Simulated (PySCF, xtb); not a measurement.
C2H4BFO, SMILES C(=C)B(O)F.

GFN2-xTB in xtb at its own geometry gives an orbital gap of 4.39 eV and a dipole moment of 3.48 D.

Geometry: PBE0-D3(BJ)/def2-SVP. One conformer was computed; it need not be the lowest.

What does CAM-B3LYP/def2-TZVP (PySCF) give? (An estimate is asked for; the answer gives what the named calculation found.)

gap 9.63 eV (levels -9.77 and -0.14 eV), dipole 3.09 D.
